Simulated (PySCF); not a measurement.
Ta (tantalum, neutral) across methods

[Xe] 4f14 5d5, high-spin 6S determinant (an excited configuration). Computed with PySCF 2.14 in x2c-TZVPPall with one added diffuse shell each of s, p, d, f type (12s8p8d4f1g, 113 functions), with scalar relativity by spin-free X2C-1e.

```tsv
method	E (hartree)	mean ε 4f α (eV)	mean ε 4f β (eV)	mean ε 5d α (eV)	Σ⟨r²⟩ (bohr²)	⟨S²⟩
r2SCAN	-15605.20	-21.504	-21.136	-2.520	65.96	8.754
PBE	-15605.10	-21.516	-21.195	-2.546	67.36	8.752
PBE0	-15604.87	-25.340	-24.997	-3.372	65.89	8.753
UHF	-15599.89446	-36.434	-36.094	-5.646	64.29	8.759
LDA	-15595.01	-21.890	-21.545	-2.681	66.99	8.751
```

Spin-orbit coupling, which splits the p, d and f shells strongly at this Z, is absent.
